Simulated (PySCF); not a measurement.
C2H5FN2Si, SMILES N1[C@@H]([Si@H](N)C=1)F.

The structure is a stationary point at PBE0-D3(BJ)/def2-SVP. The structure was generated by enumeration; whether it is a known compound was not checked. Other conformers were not sampled.

Two levels are set side by side: PBE/def2-TZVP (PySCF) and B3LYP/def2-TZVP (PySCF). Same geometry, gas phase. Differences are taken from unrounded values.

```
quantity                     B3LYP    PBE  PBE minus B3LYP
---------------------------  -----  -----  ---------------
orbital gap (eV)              5.48   3.44            -2.04
highest occupied level (eV)  -6.83  -5.65             1.18
lowest empty level (eV)      -1.35  -2.21            -0.86
dipole moment (D)             3.33   3.09            -0.24
mean polarisability (bohr³)   59.9   62.1              2.2
```

PBE's occupied levels lie high since its potential decays too fast outside the molecule; exact exchange lowers them and widens the gap. PBE's more diffuse valence density responds more strongly to a field. Differences between two approximate levels are no errors against the true value.

Rough cost on one machine, each run with all the roots and properties that it gave: B3LYP against PBE within a factor of 2.
